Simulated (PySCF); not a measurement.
Point groups of optimised structures. The calculation used PBE0/def2-SVPD in PySCF (dipole) on a GFN2-xTB geometry, gas phase. The symmetry is that of the one conformer found, every atom within 0.08 Å of its image; none is proved a minimum here.

**Question.** `[CH2:1]=[CH:2][CH2:3][C:4]#[C:5][C:6](=[O:7])[OH:8]` with C1–C2–C3–C4 119°, C5–C6–O8–H 180°: symmetry, top, dipole?

**Answer.** C1; near-prolate asymmetric top; symmetry number 1; this conformer is chiral (no improper operation); dipole 2.62 D.

**Question.** `[OH:1][c:2]1[cH:3][cH:4][cH:5][c:6]([OH:7])[cH:8]1` with H–O1–C2–C3 0°, C5–C6–O7–H 0° (resorcinol): symmetry, top, dipole?

**Answer.** C2v; asymmetric top; symmetry number 2; 4 operations, which sort the 14 atoms into 9 sets; dipole 2.30 D, along b, the twofold axis; A, B, C = 3830, 1836, 1241 MHz; heavy atoms equivalent by symmetry: O1/O7, C2/C6, C3/C5.

**Question.** Point group, rotor type and polarity of `[CH3:1][c:2]1[cH:3][cH:4][cH:5][c:6](=[O:7])[o:8]1` with H–C1–C2–C3 0° (nearest H)?

**Answer.** Cs; asymmetric top; symmetry number 1; 2 operations, which sort the 14 atoms into 13 sets; dipole 5.07 D, in the ab plane, which is the mirror; A, B, C = 3645, 2044, 1320 MHz.
